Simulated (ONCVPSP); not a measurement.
**Transferability test, ONCV potential for silicon**

ONCVPSP 4.0.1 input, shortened (lines: element, Z, core and valence counts, functional; n l f; lmax; l rc ep ncon nbas qcut; lloc lpopt rc5 dvloc0; l nproj debl; icmod fcfact rcfact), PBE, scalar-relativistic:

```
  Si 14.00    3    2        4      upf
    1    0    2.00
    2    0    2.00
    2    1    6.00
    3    0    2.00
    3    1    2.00
    1
    0    1.85    0.00    5    9    3.20
    1    2.35    0.00    4    9    3.30
    4    5    1.15   -1.00
    0    2    2.60
    1    1    3.60
    3    1.50    1.10
```

Energies are relative to the spin-unpolarised reference configuration 3s2 3p2; without spin polarisation the order of configurations can differ from experiment.

| valence configuration | charge | ΔE all-electron (eV) | error AE − PS (meV) |
| --- | --- | --- | --- |
| 3s2 3p1 | +1 | 7.740 | -1.0 |
| 3s1 3p0 | +3 | 57.704 | +28 |
| 3s0 3p4 | 0 | 13.778 | +9.6 |

Question: What are ΔE and the potential's error for 3s2 3p0?

Answer: ΔE = 23.733 eV all-electron; the error (AE − PS) is -10 meV.

Levels in the configuration 3s0 3p4:

```
level  all-electron (eV)  pseudo (eV)
   3p             -5.199       -5.190
```
